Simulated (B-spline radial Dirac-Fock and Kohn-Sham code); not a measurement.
## In⁺ 3d3/2: cross section and angular parameters

System: In⁺, 1s2 2s2 2p6 3s2 3p6 3d10 4s2 4p6 4d10 5s2; threshold 468.5 eV (orbital energy of the model). Model: Dirac-Hartree-Slater photoionisation with a Latter tail; cross sections with all multipoles, angular parameters from the dipole term and its interference with E2. Program: an atomic code on a B-spline grid.

Input of the calculation (task.json; shells as n, l, electrons):

```json
{"items": [{
  "Z": 49,
  "q": 1,
  "cfg": [[1, 0, 2], [2, 0, 2], [2, 1, 6], [3, 0, 2], [3, 1, 6], [3, 2, 10], [4, 0, 2], [4, 1, 6], [4, 2, 10], [5, 0, 2]],
  "A": 115,
  "rrms": 4.6156,
  "do": "xps",
  "hv": [60, 80, 82.9, 87.5, 150, 151.0, 173.0, 200, 277.0, 283.0, 292.0, 646.0, 699.0, 800, 829.0, 1410.0, 1530.0, 1600.0, 1990.0, 2000, 2984.4, 3510.0, 3560.0, 5470.0, 5560.0, 5850.0, 6000, 6860.0, 9460.0, 10900.0]
}]}
```

Launch: `python xray2_run.py task.json out`

For linearly polarised light dσ/dΩ = σ/(4π) [1 + β P₂(cos θ) + (δ + γ cos²θ) sin θ cos φ], with θ from the polarisation vector and φ the angle between the beam and the projection of the electron momentum on the plane normal to the polarisation.

| hν (eV) | σ (kb) | β | γ | δ |
| --- | --- | --- | --- | --- |
| 646 | 998 | 0.598 | -0.066 | 0.007 |
| 699 | 848 | 0.723 | -0.070 | 0.012 |
| 800 | 634 | 0.896 | -0.057 | 0.020 |
| 829 | 584 | 0.934 | -0.050 | 0.022 |
| 1410 | 146 | 1.219 | 0.172 | 0.050 |
| 1530 | 116 | 1.232 | 0.221 | 0.055 |
| 1600 | 102 | 1.237 | 0.249 | 0.057 |
| 1990 | ? | ? | ? | ? |
| 2000 | 52.4 | 1.237 | 0.400 | 0.070 |
| 2984.4 | 14.8 | 1.166 | 0.695 | 0.101 |
| 3510 | 8.64 | 1.120 | 0.818 | 0.118 |
| 3560 | 8.24 | 1.115 | 0.828 | 0.119 |
| 5470 | 1.86 | 0.962 | 1.146 | 0.182 |
| 5560 | 1.75 | 0.956 | 1.158 | 0.185 |
| 5850 | 1.46 | 0.936 | 1.194 | 0.195 |
| 6000 | 1.33 | 0.926 | 1.212 | 0.200 |
| 6860 | 0.818 | 0.873 | 1.303 | 0.228 |
| 9460 | 0.245 | 0.744 | 1.502 | 0.311 |
| 10900 | 0.142 | 0.687 | 1.580 | 0.355 |

Q: Give the values at 1990 eV.

A: σ = 53.2 kb, β = 1.237, γ = 0.397, δ = 0.070.
